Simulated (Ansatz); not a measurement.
Cost and result for the atomization energy of `FB[Si](F)(F)F` (7 atoms, 6 bonds).

Total charge 0; spin multiplicity 1. All single points use the PBE0-D4/def2-TZVP geometry. It is one conformer, not always the lowest. Program: Ansatz. All runs use 4 threads of an Arm Neoverse V2 on a shared host. Times are those of one run each, without the atoms' runs, and a repeat can differ threefold. Electronic energies, without spin–orbit coupling; frozen cores. CCSD(T)/CBS adds CCSD(T) − MP2 in def2-TZVPP to the MP2 limit, and its time is that of the two runs behind it. T1 = 0.013. B3LYP takes the VWN-RPA correlation (the form of Gaussian; ORCA's B3LYP/G).

CCSD(T)/CBS is a level of theory with its own doubt, some kJ/mol a heavy atom from the limit and from the frozen cores, so smaller differences don't rank the functionals.

```csv
level,functions,wall time
BLYP-D4/def2-TZVPP,211,1.2 s
PBE-D4/def2-TZVPP (with forces),211,1.4 s
PBE0-D4/def2-TZVPP,211,1.6 s
BHLYP-D4/def2-TZVPP,211,1.7 s
B3LYP-D4/def2-TZVPP (with forces),211,2.4 s
PBE-QIDH/def2-TZVPP,211,3 s
CCSD(T)/def2-SVP,93,3.1 s
ωB97X-V/def2-TZVPP,211,4.5 s
B97M-V/def2-TZVPP,211,5.5 s
ωB97M-V/def2-TZVPP (with forces),211,6.5 s
MP2/def2-QZVPP,385,9.5 s
CCSD(T)/def2-TZVPP,211,86 s
CCSD(T)/CBS(def2),–,95 s
```

Task: What atomization energy does each give, and how far from CCSD(T)/CBS? (An estimate is asked.)

Result: Computed: 
```
                            level  atomization (kcal/mol)  difference from CCSD(T)/CBS  per bond
               BLYP-D4/def2-TZVPP                   729.1                         -3.4      -0.6
  PBE-D4/def2-TZVPP (with forces)                   742.2                          9.7       1.6
               PBE0-D4/def2-TZVPP                   721.9                        -10.6      -1.8
              BHLYP-D4/def2-TZVPP                   698.3                        -34.2      -5.7
B3LYP-D4/def2-TZVPP (with forces)                   724.2                         -8.3      -1.4
              PBE-QIDH/def2-TZVPP                   723.3                         -9.2      -1.5
                 CCSD(T)/def2-SVP                   674.4                        -58.1      -9.7
               ωB97X-V/def2-TZVPP                   731.0                         -1.5      -0.2
                B97M-V/def2-TZVPP                   731.0                         -1.5      -0.3
 ωB97M-V/def2-TZVPP (with forces)                   730.8                         -1.7      -0.3
                   MP2/def2-QZVPP                   759.4                         26.9       4.5
               CCSD(T)/def2-TZVPP                   711.2                        -21.3      -3.6
                CCSD(T)/CBS(def2)                   732.5                          0.0       0.0
```

In def2-TZVPP, CCSD(T) changes the Hartree–Fock value by +155.5 kcal/mol (the triples alone add +11.2 kcal/mol) and MP2 by +190.5 kcal/mol; breaking electron pairs costs correlation energy, which Hartree–Fock lacks. Leaving LDA and LC-ωPBE aside and taking each functional with its dispersion term where it has one, the values spread over 43.9 kcal/mol, from BHLYP-D4 to PBE-D4. LDA lies +101.5 kcal/mol from PBE without D4, its usual overbinding. The D4 term adds +5.1 kcal/mol with B3LYP and +2.7 kcal/mol with PBE0; it sums over pairs of atoms, weighted by their polarisabilities, and B3LYP, whose exchange is more repulsive, gets the larger term.
